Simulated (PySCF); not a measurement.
Computed IR spectrum (relative IR intensity) of a molecule C8H6N2O. Geometry optimised at B3LYP-D3(BJ)/def2-SVP. Other conformers were not sampled. These are B3LYP-D3(BJ)/def2-SVP (PySCF) values and carry that method's errors. Frequencies are harmonic and unscaled.

```json
[
 {"ν (cm⁻¹)": "442", "relative intensity": "4.4"},
 {"ν (cm⁻¹)": "489", "relative intensity": "9.0"},
 {"ν (cm⁻¹)": "611", "relative intensity": "12"},
 {"ν (cm⁻¹)": "643", "relative intensity": "20"},
 {"ν (cm⁻¹)": "744", "relative intensity": "6.0"},
 {"ν (cm⁻¹)": "757", "relative intensity": "100"},
 {"ν (cm⁻¹)": "838", "relative intensity": "20"},
 {"ν (cm⁻¹)": "906", "relative intensity": "8.5"},
 {"ν (cm⁻¹)": "931", "relative intensity": "29"},
 {"ν (cm⁻¹)": "937", "relative intensity": "3.2"},
 {"ν (cm⁻¹)": "1026", "relative intensity": "42"},
 {"ν (cm⁻¹)": "1046", "relative intensity": "19"},
 {"ν (cm⁻¹)": "1126", "relative intensity": "20"},
 {"ν (cm⁻¹)": "1167", "relative intensity": "4.8"},
 {"ν (cm⁻¹)": "1195", "relative intensity": "9.8"},
 {"ν (cm⁻¹)": "1219", "relative intensity": "21"},
 {"ν (cm⁻¹)": "1253", "relative intensity": "11"},
 {"ν (cm⁻¹)": "1274", "relative intensity": "2.8"},
 {"ν (cm⁻¹)": "1332", "relative intensity": "6.8"},
 {"ν (cm⁻¹)": "1368", "relative intensity": "6.8"},
 {"ν (cm⁻¹)": "1418", "relative intensity": "4.6"},
 {"ν (cm⁻¹)": "1451", "relative intensity": "63"},
 {"ν (cm⁻¹)": "1481", "relative intensity": "49"},
 {"ν (cm⁻¹)": "1537", "relative intensity": "76"},
 {"ν (cm⁻¹)": "1599", "relative intensity": "83"},
 {"ν (cm⁻¹)": "1630", "relative intensity": "28"},
 {"ν (cm⁻¹)": "3149", "relative intensity": "27"},
 {"ν (cm⁻¹)": "3165", "relative intensity": "30"},
 {"ν (cm⁻¹)": "3176", "relative intensity": "4.7"},
 {"ν (cm⁻¹)": "3252", "relative intensity": "4.8"}
]
```

Question: Which structure fits?
A) C#Cc1cncnc1C(C)=O
B) C#Cc1cc(C(C)=O)ncn1
C) c1coc(-c2cncnc2)c1
D) c1ccc(-c2nnco2)cc1

Answer: C, c1coc(-c2cncnc2)c1
